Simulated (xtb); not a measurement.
[Ga(H)3(CO)] (charge 0, multiplicity 1), GFN2-xTB run with xtb. Convergence was not reached.

```
xtb start.xyz --ohess tight --gfn 2 --chrg 0 --uhf 0 --iterations 400

# start.xyz
6

Ga     0.000000     0.000000     0.000000
H     -1.385969     0.367138    -0.562049
H     -0.075587    -1.370986     0.697341
H      1.020124    -0.065486    -1.151806
O      0.934963     2.217098     2.113571
C      0.595926     1.443590     1.372283
```

The last lines of the output:

```
         7        2.0000           -0.9278458             -25.2480
         8        2.0000           -0.7603629             -20.6905 (HOMO)
         9                         -0.6121612             -16.6578 (LUMO)
        10                         -0.6121399             -16.6572
        11                         -0.4535847             -12.3427
        12                         -0.1967708              -5.3544
        13                         -0.1966331              -5.3507
       ...                                ...                  ...
        20                          1.5204558              41.3737
      -------------------------------------------------------------
                  HL-Gap            0.1482017 Eh            4.0328 eV
             Fermi-level           -0.6862620 Eh          -18.6741 eV


         :::::::::::::::::::::::::::::::::::::::::::::::::::::
         ::                     SUMMARY                     ::
         :::::::::::::::::::::::::::::::::::::::::::::::::::::
         :: total energy             -14.965919502717 Eh    ::
         :: gradient norm              1.605365448571 Eh/a0 ::
         :: HOMO-LUMO gap              4.032772221807 eV    ::
         ::.................................................::
         :: SCC energy               -15.054626334348 Eh    ::
         :: -> isotropic ES           -9.577245500462 Eh    ::
         :: -> anisotropic ES          0.031965856107 Eh    ::
         :: -> anisotropic XC         -0.001645025025 Eh    ::
         :: -> dispersion             -0.001105936045 Eh    ::
         :: repulsion energy           0.088706831631 Eh    ::
         :: add. restraining           0.000000000000 Eh    ::
         :: total charge              -0.000000032827 e     ::
         :::::::::::::::::::::::::::::::::::::::::::::::::::::

last geometry written to: xtblast.xyz

########################################################################
[ERROR] Program stopped due to fatal error
-7- Geometry optimization failed
-6- xtb_geoopt: Trying to recover from failed geometry optimization
-5- xtb_geoopt: Geometry optimization did not converge
-4- optimizer_ancopt: Could not relax/optimize structure
-3- optimizer_relax: SCF not converged, aborting...
-2- xtb_calculator_singlepoint: Electronic structure method terminated
-1- scf: Self consistent charge iterator did not converge
########################################################################
```
